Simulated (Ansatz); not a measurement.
Ansatz (a quantum-chemistry and plane-wave program) input (CCSD(T)/def2-SVPD):

Ansatz 0.2 input:
```yaml
crystal:
  periodic: [false, false, false]
  atoms:
    - {symbol: Mg, position_ang: [-0.00000000, -0.00000000, -1.30205059]}
    - {symbol: Cl, position_ang: [0.00000000, 0.00000000, 0.91909453]}
basis:
  gaussian:
    orbitals: def2-SVPD
magnetization: {spin_polarized: true, initial_magnetization: 1}
correlation: {method: ccsd_t, electrons: outside_noble_gas}
output: {forces: true}
```

Output:

```
Functional definition: HF
integrals: 0.02 GiB planned
403 factors; integrals over basis functions are off by at most 4.9e-4 eV
mean field: 0.10 GiB planned
mean field evaluation 1: about -17930.2334 eV, gradient 1.0e1 eV
mean field evaluation 2: about -17930.2858 eV, gradient 1.0e1 eV
mean field evaluation 4: about -17931.3710 eV, gradient 1.3e0 eV
mean field evaluation 8: about -17931.4448 eV, gradient 4.4e-2 eV
mean field evaluation 16: about -17930.2335 eV, gradient 1.0e1 eV
mean field evaluation 32: about -17928.1154 eV, gradient 3.1e-2 eV
mean field -17931.44501456 eV, -658.9684499152 hartree, gradient 3.6e-6 eV, S^2 0.750858; 1 other end points of the search recorded, 0 dependent functions left out
determinant -17931.44501456 eV, -658.9684499152 hartree, with singles and doubles -17936.07768080 eV, -659.1386972592 hartree
determinant -17928.11547444 eV, -658.8460915727 hartree, with singles and doubles -17932.83242529 eV, -659.0194363192 hartree
10 core orbitals not correlated
reference -17931.44501456 eV, -658.9684499152 hartree; 5, 4 occupied and 33, 34 virtual orbitals, 403 factors
densities: 0.11 GiB planned
second order -4.29947135 eV of doubles, -0.00000000 eV of singles
coupled cluster: 0.10 GiB planned
cycle   1  -4.63476245 eV  change   -9.7e-2 eV  update   2.3e-2
cycle   2  -4.64837389 eV  change   -1.4e-2 eV  update   6.9e-3
cycle   3  -4.65141843 eV  change   -3.0e-3 eV  update   3.6e-3
cycle   4  -4.65210630 eV  change   -6.9e-4 eV  update   1.1e-3
cycle   5  -4.65218436 eV  change   -7.8e-5 eV  update   4.6e-4
cycle   6  -4.65224505 eV  change   -6.1e-5 eV  update   1.5e-4
cycle   7  -4.65224908 eV  change   -4.0e-6 eV  update   5.1e-5
cycle   8  -4.65224593 eV  change    3.1e-6 eV  update   1.9e-5
cycle   9  -4.65224762 eV  change   -1.7e-6 eV  update   7.2e-6
cycle  10  -4.65224842 eV  change   -8.0e-7 eV  update   2.3e-6
cycle  11  -4.65224848 eV  change   -6.0e-8 eV  update   7.9e-7
perturbative correction -0.11615183 eV, -0.0042685010 hartree
the calculation of the forces begins
Total energy: -17936.21341487 eV, -659.1436853944 hartree
Atom 0 at    -0.000000    -0.000000    -1.302051 Å, force    -0.000000     0.000000    -0.529951 eV/Å
Atom 1 at     0.000000     0.000000     0.919095 Å, force    -0.000000    -0.000000     0.529951 eV/Å
Dipole moment:     0.000000    -0.000000    -0.719492 e Å
```
